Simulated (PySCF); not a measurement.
# Electron correlation in Fe (iron, neutral)

[Ar] 3d6 4s2, high-spin 5D determinant. Computed with PySCF 2.14 in aug-cc-pVTZ-DK (8s7p5d3f2g, 93 functions), with scalar relativity by spin-free X2C-1e. Frozen: [Ar]; 8 electrons correlated.

```
  level  correlation energy (mhartree)
   CCSD                        -198.46
    (T)                          -7.57
CCSD(T)                        -206.03
```

Diagnostics: T1 = 0.025, D1 = 0.0753, largest double amplitude 0.062.

Cost of the coupled-cluster step: about 40 core-seconds, for 8 correlated electrons.

Iterations:

```
CC2 = 0
CCSD nocc = (np.int64(6), np.int64(2)), nmo = (84, 84)
frozen orbitals [[0, 1, 2, 3, 4, 5, 6, 7, 8], [0, 1, 2, 3, 4, 5, 6, 7, 8]]
max_cycle = 100
direct = 0
conv_tol = 1e-08
conv_tol_normt = 1e-06
diis_space = 8
diis_start_cycle = 0
Init t2, MP2 energy = -0.188671187756156
Init E_corr(UCCSD) = -0.188671187780674
cycle = 1  E_corr(UCCSD) = -0.191198508856764  dE = -0.00252732108  norm(t1,t2) = 0.0756416
cycle = 2  E_corr(UCCSD) = -0.1958281200296  dE = -0.00462961117  norm(t1,t2) = 0.0299918
cycle = 3  E_corr(UCCSD) = -0.197782354742785  dE = -0.00195423471  norm(t1,t2) = 0.0155066
cycle = 4  E_corr(UCCSD) = -0.19840849648068  dE = -0.000626141738  norm(t1,t2) = 0.00382464
cycle = 5  E_corr(UCCSD) = -0.198431581304451  dE = -2.30848238e-05  norm(t1,t2) = 0.00161331
cycle = 6  E_corr(UCCSD) = -0.19844307636675  dE = -1.14950623e-05  norm(t1,t2) = 0.000837344
cycle = 7  E_corr(UCCSD) = -0.198463905959872  dE = -2.08295931e-05  norm(t1,t2) = 0.00046006
cycle = 8  E_corr(UCCSD) = -0.198465734509118  dE = -1.82854925e-06  norm(t1,t2) = 0.000211963
cycle = 9  E_corr(UCCSD) = -0.198463894406655  dE = 1.84010246e-06  norm(t1,t2) = 0.000122063
cycle = 10  E_corr(UCCSD) = -0.198463855570151  dE = 3.88365037e-08  norm(t1,t2) = 6.19607e-05
cycle = 11  E_corr(UCCSD) = -0.198464362082739  dE = -5.06512589e-07  norm(t1,t2) = 3.38919e-05
cycle = 12  E_corr(UCCSD) = -0.198463800922597  dE = 5.61160142e-07  norm(t1,t2) = 1.85188e-05
cycle = 13  E_corr(UCCSD) = -0.198463716553832  dE = 8.43687654e-08  norm(t1,t2) = 1.00562e-05
cycle = 14  E_corr(UCCSD) = -0.198463662481469  dE = 5.40723627e-08  norm(t1,t2) = 7.42735e-06
cycle = 15  E_corr(UCCSD) = -0.198463680070387  dE = -1.7588918e-08  norm(t1,t2) = 5.84071e-06
cycle = 16  E_corr(UCCSD) = -0.198463796695122  dE = -1.16624735e-07  norm(t1,t2) = 4.5759e-06
cycle = 17  E_corr(UCCSD) = -0.198463811919758  dE = -1.52246359e-08  norm(t1,t2) = 3.40128e-06
cycle = 18  E_corr(UCCSD) = -0.198463785616468  dE = 2.63032898e-08  norm(t1,t2) = 2.16347e-06
cycle = 19  E_corr(UCCSD) = -0.198463782887652  dE = 2.72881576e-09  norm(t1,t2) = 1.03623e-06
cycle = 20  E_corr(UCCSD) = -0.198463783560594  dE = -6.7294198e-10  norm(t1,t2) = 6.02446e-07
UCCSD converged
E(UCCSD) = -1271.5458406705  E_corr = -0.198463783560594
UCCSD(T) correction = -0.00756555116583855
```
